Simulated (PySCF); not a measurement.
## Two-component Hartree-Fock for Rb- (rubidium, charge -1)

Start: [Kr] 5s2. Calculated with PySCF 2.14 in x2c-SVPall-2c with one added diffuse shell each of s, d type (7s7p7d1f, 70 functions): generalised Hartree-Fock with the X2C-1e Hamiltonian and a Gaussian nucleus; one run each with spin-orbit coupling (SO) switched off, then screened by Boettger's factors.

| spinor shell | electrons | ε, spin-free (eV) | ε, screened SO (eV) | weight of nominal j (screened SO) | rms radius, screened SO (bohr) |
| --- | --- | --- | --- | --- | --- |
| 1s1/2 | 2 | -15282.0 | -15281.5 | 1.000 | 0.0464 |
| 2s1/2 | 2 | -2104.3 | -2104.2 | 1.000 | 0.192 |
| 2p1/2 | 2 | -1860.2 | -1902.1 | 1.000 | 0.169 |
| 2p3/2 | 4 | -1860.2 | -1840.2 | 1.000 | 0.173 |
| 3s1/2 | 2 | -338.81 | -338.78 | 1.000 | 0.544 |
| 3p1/2 | 2 | -257.80 | -264.39 | 1.000 | 0.549 |
| 3p3/2 | 4 | -257.80 | -254.65 | 1.000 | 0.560 |
| 3d3/2 | 4 | -123.62 | -124.58 | 1.000 | 0.576 |
| 3d5/2 | 6 | -123.62 | -122.95 | 1.000 | 0.579 |
| 4s1/2 | 2 | -39.668 | -39.664 | 1.000 | 1.59 |
| 4p1/2 | 2 | -19.140 | -19.762 | 1.000 | 1.85 |
| 4p3/2 | 4 | -19.140 | -18.840 | 1.000 | 1.87 |
| 5s1/2 | 2 | -0.260 | -0.260 | 1.000 | 8.69 |

```json
{"quantity": "E (hartree)", "spin-free": "-2978.73822", "screened SO": "-2978.93359"}
{"quantity": "M_J", "spin-free": "0", "screened SO": "0"}
{"quantity": "⟨J²⟩", "spin-free": "0.000", "screened SO": "0.000"}
{"quantity": "⟨L²⟩", "spin-free": "0.000", "screened SO": "0.004"}
{"quantity": "⟨S²⟩", "spin-free": "0.000", "screened SO": "0.004"}
```

The basis lacks diffuse functions for the outer shell of this anion, so its levels lie too high.

Breit and QED terms are absent; they matter most for the inner s and p1/2 levels.

Densities and radii are taken from the X2C orbitals without a picture-change correction, which distorts them close to the nucleus.

Without spin-orbit coupling the j labels of p, d and f shells carry no meaning; the spin-free column gives the mean over the occupied spinors of each nl shell.
